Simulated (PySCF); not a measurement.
**C₆ coefficients of unlike pairs at PBE0**

Calculated with PySCF 2.14 from the dipole response of each species, C₆(A,B) = (3/π) ∫ α_A(iu) α_B(iu) du, in atomic units, from isotropic polarisabilities. For ions this is the dispersion term alone; charge-induced terms of lower order in 1/R come first.

```tsv
species	configuration	basis	relativity	α (bohr³)	C₆ (like pair)
Be²⁺	1s2 (1S)	x2c-QZVPPall with one added diffuse shell each of s, p type (8s5p2d1f)	spin-free X2C	0.05324	0.01084
Mg²⁺	[Ne] (1S)	dyall-acv3z (20s13p7d4f)	none	0.4994	0.6024
Ne²⁺	[He] 2s2 2p4 (3P)	aug-cc-pwCVTZ (7s6p4d2f)	none	0.8606	1.092
```

(1) Estimate C₆ for Ne²⁺ with Be²⁺.

No spin-orbit coupling is included.

The other pairs:

```csv
pair,C₆
"Mg²⁺, Be²⁺",0.07934
"Ne²⁺, Mg²⁺",0.7951
```

Answers

(1) The integral gives 0.1009. The combination rule 2 C_A C_B / (C_A α_B/α_A + C_B α_A/α_B) gives 0.09753 and the geometric mean 0.1088.
